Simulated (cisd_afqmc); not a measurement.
Input (AFQMC/CISD/aug-cc-pVDZ; cisd_afqmc is a phaseless AFQMC code with CISD trial states that reads the integrals written by Ansatz):

Ansatz 0.2 input:
```python
import cisd_afqmc

open("ham.yaml", "w").write("""\
crystal:
  periodic: [false, false, false]
  atoms:
    - {symbol: F, position_ang: [-0.00000000, -0.00000000, -1.31682833]}
    - {symbol: Ge, position_ang: [0.00000000, 0.00000000, 0.37035797]}
basis:
  gaussian:
    orbitals: aug-cc-pVDZ
total_charge: 1
magnetization: {spin_polarized: false}
correlation: {method: ccsd, electrons: outside_noble_gas, hamiltonian_folder: ham}
""")
rep = cisd_afqmc.ansatz("ham.yaml")
e_ccsd = rep["correlation"]["coupled_cluster"]["energy"]["hartree"]
out = cisd_afqmc.run("ham", e_ccsd, trial="CISD", walkers=200, populations=8, threads=8, dt=0.005, steps=40, early=24, settle=10, least=32,
    cut=5e-5, rank_cut=2e-4, target=0.0004, seconds=1500, seed=1, memory=17280, gpu=False)
```

Output:

```
orbitals 44, occupied [5], factors 228 of 622, rank of the doubles 84 of 195
E(HF) = -2174.531860
E(CCSD) on the cut factors = -2174.807544, shift to the whole factors -0.000008
Energy of the trial state on the determinant = -2174.807652
  tau behind 7.2 of longer steps, mean of the populations' last blocks
   2.0  -2174.81678
   4.0  -2174.81729
   6.0  -2174.81567
   8.0  -2174.81558
blocks 367 (0 outliers left out), error by blocks joined: 1: 0.00019, 2: 0.00024, 4: 0.00028, 8: 0.00033, 16: 0.00035
E(AFQMC/CISD) = -2174.81627 +/- 0.00035
```
